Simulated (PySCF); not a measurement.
C2H10FNSi2, SMILES FC[SiH2]NC[SiH3].

Geometry optimised at PBE-D3(BJ)/def2-SVP. The structure was generated by enumeration, and PubChem lists no compound with its InChIKey, so it may never have been made. The values are those of a single conformer.

Calculation: PBE-D3(BJ)/def2-SVP (PySCF).

Frequencies are harmonic and unscaled.

```
mode  ν (cm⁻¹)  IR (km/mol)   moving atoms (share of kinetic energy)
----  --------  -----------  ---------------------------------------
1           29          0.7  F 31 %, Si 28 %, N 17 %, H 14 %, C 10 %
2           43          1.2          H 36 %, C 31 %, Si 14 %, F 13 %
3           89          3.3  F 29 %, H 22 %, C 19 %, N 16 %, Si 13 %
4          130          1.6   H 49 %, C 17 %, F 15 %, N 11 %, Si 8 %
5          160          0.9                  H 56 %, C 21 %, Si 15 %
6          209          1.7   H 47 %, N 20 %, C 13 %, Si 11 %, F 8 %
7          239          1.0  H 43 %, Si 24 %, N 13 %, C 10 %, F 10 %
8          312         22.9          Si 29 %, N 27 %, H 26 %, F 10 %
9          386         75.6                            H 79 %, N 9 %
10         489          6.0                                   H 95 %
11         524         19.6                          H 57 %, Si 30 %
12         553         26.7                   H 60 %, Si 21 %, C 9 %
13         620          5.1                   C 43 %, H 42 %, Si 9 %
14         696         40.9                  H 70 %, C 17 %, Si 11 %
15         721         11.5                  C 40 %, H 34 %, Si 21 %
16         782         49.9          H 46 %, C 20 %, N 20 %, Si 14 %
17         793          2.2                           H 77 %, C 17 %
18         848         51.7                   H 64 %, C 17 %, N 14 %
19         871         65.9                                   H 90 %
20         880        427.0                          H 84 %, Si 13 %
21         902         57.3                          H 74 %, Si 18 %
22         908         35.8                                   H 97 %
23         915         29.6                                   H 95 %
24        1032         62.2                           C 51 %, F 40 %
25        1118         61.9                   N 36 %, C 36 %, H 27 %
26        1149         48.5                           H 84 %, N 13 %
27        1193          7.2                                   H 91 %
28        1216          3.3                           H 77 %, C 21 %
29        1251          2.4                           H 74 %, C 24 %
30        1351         31.9                           H 75 %, N 18 %
31        1398         14.1                                   H 93 %
32        1401         13.1                                   H 92 %
33        2134        108.8                                   H 97 %
34        2149         87.8                                   H 98 %
35        2158        123.1                                   H 96 %
36        2177         90.7                                   H 96 %
37        2184        110.6                                   H 96 %
38        2898         43.8                                   H 94 %
39        2929         26.0                                   H 95 %
40        2984         27.4                           H 90 %, C 10 %
41        2991          6.7                            H 92 %, C 8 %
42        3517         22.0                                   H 93 %
```
